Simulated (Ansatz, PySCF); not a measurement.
Breaking the Ge1–H4 bond in FGeH3O (SMILES [OH][GeH2][F]) (multiplicity 1 held, fragments rigid). Energies count from the point at 1.527 Å.
Geometry at that point (charge 0, multiplicity 1):
| atom | x (Å) | y (Å) | z (Å) |
|---|---|---|---|
| Ge | -0.2275 | -0.2509 | 0.0266 |
| O | 1.4557 | -0.4002 | -0.5045 |
| F | -0.5458 | 1.4465 | 0.3099 |
| H | -1.0848 | -0.6963 | -1.1554 |
| H | -0.4698 | -0.9323 | 1.3808 |
| H | 2.0998 | -0.1604 | 0.1698 |

R- and RO- levels are restricted; in cc, def2 and unpolarised 6-31G sets they are followed outwards from rest. Active spaces are followed from a long bond inwards. Left out are points that failed, MP2 points that dive below the minimum, coupled-cluster points behind a jump of the amplitudes or a sharp parting from full CI or MRCI, small-basis points behind a change of solution, and semi-empirical points at long bonds. Levels need not reach the same state.

Frozen-core correlation. Filled d and f shells under p-block atoms count as core. Rows in LANL2DZ carry no dispersion term and start afresh at each structure. LANL2DZ brings its own core potentials from Na on.

The values were computed with Ansatz (an electronic-structure program) with Gaussian orbitals; PySCF for LANL2DZ rows. 

Energies in kcal/mol.

```json
[
 {"R (Å)": "1.221", "R-HF/cc-pVTZ": "31.5", "R-B3LYP/LANL2DZ": "30.8", "R-wB97X-V/cc-pVTZ": "30.5", "FIC-MRCISD+Q on CASSCF(2,2)/cc-pVTZ": "32.1"},
 {"R (Å)": "1.374", "R-HF/cc-pVTZ": "5.8", "R-B3LYP/LANL2DZ": "6.2", "R-wB97X-V/cc-pVTZ": "5.7", "FIC-MRCISD+Q on CASSCF(2,2)/cc-pVTZ": "6.3"},
 {"R (Å)": "1.527", "R-HF/cc-pVTZ": "0.0", "R-B3LYP/LANL2DZ": "0.0", "R-wB97X-V/cc-pVTZ": "0.0", "FIC-MRCISD+Q on CASSCF(2,2)/cc-pVTZ": "0.0"},
 {"R (Å)": "1.679", "R-HF/cc-pVTZ": "4.7", "R-B3LYP/LANL2DZ": "3.7", "R-wB97X-V/cc-pVTZ": "4.3", "FIC-MRCISD+Q on CASSCF(2,2)/cc-pVTZ": "3.9"},
 {"R (Å)": "1.832", "R-HF/cc-pVTZ": "14.9", "R-B3LYP/LANL2DZ": "12.4", "R-wB97X-V/cc-pVTZ": "13.7", "FIC-MRCISD+Q on CASSCF(2,2)/cc-pVTZ": "12.8"},
 {"R (Å)": "2.061", "R-HF/cc-pVTZ": "34.4", "R-B3LYP/LANL2DZ": "29.2", "R-wB97X-V/cc-pVTZ": "31.7", "FIC-MRCISD+Q on CASSCF(2,2)/cc-pVTZ": "29.6"},
 {"R (Å)": "2.290", "R-HF/cc-pVTZ": "54.9", "R-B3LYP/LANL2DZ": "46.7", "R-wB97X-V/cc-pVTZ": "50.5", "FIC-MRCISD+Q on CASSCF(2,2)/cc-pVTZ": "46.3"},
 {"R (Å)": "2.672", "R-HF/cc-pVTZ": "86.4", "R-B3LYP/LANL2DZ": "72.9", "R-wB97X-V/cc-pVTZ": "79.2", "FIC-MRCISD+Q on CASSCF(2,2)/cc-pVTZ": "68.3"},
 {"R (Å)": "3.053", "R-HF/cc-pVTZ": "112.4", "R-B3LYP/LANL2DZ": "93.4", "R-wB97X-V/cc-pVTZ": "102.6", "FIC-MRCISD+Q on CASSCF(2,2)/cc-pVTZ": "81.4"},
 {"R (Å)": "3.511", "R-HF/cc-pVTZ": "136.6", "R-B3LYP/LANL2DZ": "110.8", "R-wB97X-V/cc-pVTZ": "124.1", "FIC-MRCISD+Q on CASSCF(2,2)/cc-pVTZ": "88.4"},
 {"R (Å)": "4.122", "R-HF/cc-pVTZ": "159.4", "R-B3LYP/LANL2DZ": "left out", "R-wB97X-V/cc-pVTZ": "144.3", "FIC-MRCISD+Q on CASSCF(2,2)/cc-pVTZ": "91.0"},
 {"R (Å)": "4.885", "R-HF/cc-pVTZ": "177.4", "R-B3LYP/LANL2DZ": "left out", "R-wB97X-V/cc-pVTZ": "160.2", "FIC-MRCISD+Q on CASSCF(2,2)/cc-pVTZ": "91.6"}
]
```

Doubts at one or more of the structures used: a restricted determinant that unrestricted orbitals would lower (R-HF/cc-pVTZ, R-wB97X-V/cc-pVTZ).
